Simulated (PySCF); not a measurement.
Compound: C6H7N3.
InChI=1S/C6H7N3/c7-3-1-6-2-4-8-9-5-6/h2-5,7H,1H2/b7-3+

Method: TDDFT B3LYP/def2-SVPD, vertical, gas phase, core orbitals frozen in the response in PySCF 2.14.0, density-fitted response routines. One conformer (not necessarily the lowest) at the GFN2-xTB geometry, without solvent, vibrations or thermal averaging. Torsions of this conformer, `[H]/[N:1]=[CH:2]/[CH2:3][c:4]1[cH:5][cH:6][n:7][n:8][cH:9]1`: N1–C2–C3–C4 116°, C2–C3–C4–C5 -96°.

Computed states:

| state | E (eV) | f |
| --- | --- | --- |
| S1 | 3.37 | 0.0042 |
| S2 | 3.73 | 0.0001 |
| S3 | 4.95 | 0.024 |
| S4 | 5.04 | 0.0003 |
| S5 | 5.48 | 0.0039 |
| S6 | 5.72 | 0.0028 |
| S7 | 5.74 | 0.0014 |
| S8 | 5.92 | 0.047 |

Each state is given a Gaussian of 0.5 eV full width at half maximum, with ε(max) = 2.175×10⁸ f / Δν̃ (Δν̃ the width in cm⁻¹). The cross-section is σ = 3.8235×10⁻²¹ ε cm², given in Mb (10⁻¹⁸ cm²). The width is an assumption, not a result. The curve ends short of the highest state used, and states not computed would add to its high-energy end.

(1) Give the broadened spectrum and its maxima.

(2) Coming from long wavelengths, where does ε first pass 100 L mol⁻¹ cm⁻¹?

(3) On this curve, what absorbance would a 10⁻³ mol/L sample give at 405 nm over a 1 cm path?

(4) Does any computed singlet lie in the visible range?

## Answers

(1) 
(E (eV), σ (Mb)): (2.62, 0.00), (2.71, 0.01), (2.80, 0.02), (2.90, 0.08), (2.99, 0.18), (3.08, 0.34), (3.18, 0.58), (3.27, 0.78), (3.36, 0.86), (3.46, 0.79), (3.55, 0.61), (3.64, 0.40), (3.74, 0.21), (3.83, 0.11), (3.92, 0.05), (4.02, 0.02), (4.11, 0.01), (4.20, 0.01), (4.30, 0.05), (4.39, 0.15), (4.48, 0.42), (4.58, 1.07), (4.67, 2.05), (4.76, 3.30), (4.86, 4.54), (4.95, 5.02), (5.04, 4.69), (5.14, 3.64), (5.23, 2.65), (5.32, 2.05)

Maxima: 368 nm (3.37 eV), ε about 230, made up of S1 (99%); 250 nm (4.96 eV), ε about 1300, made up of S3 (98%) (ε in L mol⁻¹ cm⁻¹; maxima over ε = 5, shares over 10%).

(2) At about 400 nm (3.10 eV), 0.27 eV below S1.

(3) 405 nm is 3.061 eV, where ε is about 80 L mol⁻¹ cm⁻¹, so A = ε c l ≈ 0.08 (Beer–Lambert, with the gas-phase spectrum and the assumed width).

(4) No computed singlet lies in the visible range (380 to 750 nm); the lowest, at 368 nm, stands 0.10 eV above its violet end (3.26 eV); a Tamm–Dancoff triplet lies at 466 nm, without intensity as long as spin–orbit coupling is left out.

The run took 2.1 min wall, 1.8 min CPU on one thread of an Intel Xeon at 2.50 GHz, on a shared host, and the process peaked at 0.96 GiB of memory.
